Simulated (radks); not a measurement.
Values are calculated unless marked as measured or tabulated.
The bismuth anion Bi3-, [Rn], held by a Watson sphere: a shell of charge +3 at radius R that stands for the Madelung well of a crystal (potential energy -3/R inside, -3/r outside, in hartree with lengths in bohr). Level of theory: scalar-relativistic Kohn-Sham, PBE, spin-unpolarised, spherical densities, point nucleus (a radial shooting solver on a logarithmic mesh with Libxc functionals). Response by self-consistent Sternheimer equations with the Hartree and adiabatic LDA kernel, the relativistic mass of each level held fixed and spin-orbit coupling left out. The sphere does not respond.

R (bohr) = 2.93: e(5d) (eV) -26.410; e(6s) (eV) -15.507; e(6p) (eV) -6.366; <r> 6p (bohr) 3.005; sum of <r^2> (bohr^2) 106.2; X-ray form factor at sin(theta)/lambda = 0.3 1/angstrom 62.230; alpha (bohr^3) 66.48
R (bohr) = 3.53: e(5d) (eV) -25.324; e(6s) (eV) -14.029; e(6p) (eV) -5.477; <r> 6p (bohr) 3.251; sum of <r^2> (bohr^2) 117.5; X-ray form factor at sin(theta)/lambda = 0.3 1/angstrom 62.335; alpha (bohr^3) 95.95
R (bohr) = 3.93: e(5d) (eV) -24.875; e(6s) (eV) -13.302; e(6p) (eV) -4.928; <r> 6p (bohr) 3.413; sum of <r^2> (bohr^2) 125.5; X-ray form factor at sin(theta)/lambda = 0.3 1/angstrom 62.377; alpha (bohr^3) 122.7
R (bohr) = 4.53: e(5d) (eV) -24.413; e(6s) (eV) -12.506; e(6p) (eV) -4.208; <r> 6p (bohr) 3.650; sum of <r^2> (bohr^2) 138.1; X-ray form factor at sin(theta)/lambda = 0.3 1/angstrom 62.405; alpha (bohr^3) 175.9
R (bohr) = 4.83: e(5d) (eV) -24.243; e(6s) (eV) -12.209; e(6p) (eV) -3.896; <r> 6p (bohr) 3.765; sum of <r^2> (bohr^2) 144.7; X-ray form factor at sin(theta)/lambda = 0.3 1/angstrom 62.409; alpha (bohr^3) 209.3
R (bohr) = 5.95: e(5d) (eV) -23.810; e(6s) (eV) -11.484; e(6p) (eV) -2.977; <r> 6p (bohr) 4.174; sum of <r^2> (bohr^2) 171.0; X-ray form factor at sin(theta)/lambda = 0.3 1/angstrom 62.417; alpha (bohr^3) 386.6
R (bohr) = 6.48: e(5d) (eV) -23.673; e(6s) (eV) -11.274; e(6p) (eV) -2.652; <r> 6p (bohr) 4.359; sum of <r^2> (bohr^2) 184.7; X-ray form factor at sin(theta)/lambda = 0.3 1/angstrom 62.420; alpha (bohr^3) 508.2
